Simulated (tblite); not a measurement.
Compound: C₆H₇FOSi.
Numbering: `[CH3:1][C:2](=[O:3])[C:4]1=[CH:5][CH:6]=[C:7]([F:8])[SiH2:9]1` (hydrogens: H10, H11, H12 on C1; H13 on C5; H14 on C6; H15, H16 on Si9)

Structure used (GFN2-xTB), in Å, numbered top down from 1:
```xyz
16
C6H7FOSi angstrom
C      2.0053   -0.9183   -1.4156
C      0.8550   -1.3096   -0.5203
O      0.6164   -2.4693   -0.2386
C      0.0099   -0.2533    0.0159
C      0.1125    1.0800   -0.1810
C     -0.8706    1.9095    0.4763
C     -1.7662    1.2277    1.2070
F     -2.7472    1.8472    1.8818
Si    -1.4540   -0.6592    1.1447
H      1.6294   -0.3875   -2.2875
H      2.6839   -0.2611   -0.8764
H      2.5404   -1.8083   -1.7357
H      0.8713    1.5485   -0.7914
H     -0.8573    2.9831    0.3690
H     -1.0817   -1.1713    2.4580
H     -2.5545   -1.3491    0.4825
```

Computed geometry: GFN2-xTB, gas phase.

Take the most abundant isotopes and a rigid rotor. The values belong to one conformer with, in the numbering `[CH3:1][C:2](=[O:3])[C:4]1=[CH:5][CH:6]=[C:7]([F:8])[SiH2:9]1`, C1–C2–C4–C5 0°.

Task: Give the principal moments of inertia and the rotational constants in cm⁻¹.

Result: Ia = 156.95, Ib = 591.76, Ic = 739.42 u·Å²; 505379 MHz·u·Å²/I gives 3220, 854.0 and 683.5 MHz, that is A = 0.10740, B = 0.02849, C = 0.02280 cm⁻¹.

Task: What kind of rotor is it?

Result: An asymmetric top: κ = (2 × 854.0 − 3220 − 683.5)/(3220 − 683.5) = -0.87.

Task: Is it planar, by Δ = Ic − Ia − Ib?

Result: Not planar: Δ = Ic − Ia − Ib = -9.29 u·Å². For a rigid frame Δ = −2 Σ m c², so Σ m c² = 4.65 u·Å² lies off the ab plane, practically all of it from hydrogen. The atom farthest from that plane is 1.24 Å away.

Task: Give the other two planar moments, Paa and Pbb, and the rms extents of the mass along the axes.

Result: Paa = Σ m a² = (Ib + Ic − Ia)/2 = 587.11 and Pbb = Σ m b² = (Ia + Ic − Ib)/2 = 152.31 u·Å². With the mass M = 142.03 u, the rms extents √(P/M) along a, b and c are 2.03, 1.04, 0.18 Å.

Task: Where do the levels up to J = 2 lie, in K?

Result: Above 0(0,0), as E/k:
J = 1: 1(0,1) 0.074, 1(1,1) 0.187, 1(1,0) 0.196
J = 2: 2(0,2) 0.221, 2(1,2) 0.327, 2(1,1) 0.351, 2(2,1) 0.692, 2(2,0) 0.692
The levels of one J sum to (2J + 1)J(J + 1)(A + B + C)/3.

Task: Estimate the classical rotational partition function at 10 K, 50 K and 100 K.

Result: Point group Cs, symmetry number σ = 1; q = (√π/σ)·√((kT/h)³/(ABC)), k/h = 20836.6 MHz/K: 3890 at 10 K, 43500 at 50 K, 123000 at 100 K.

Its GFN2-xTB frequencies are all real (lowest 47 cm⁻¹). These are rigid-rotor constants of the computed structure; measured ground-state constants (B0) also hold zero-point vibration.
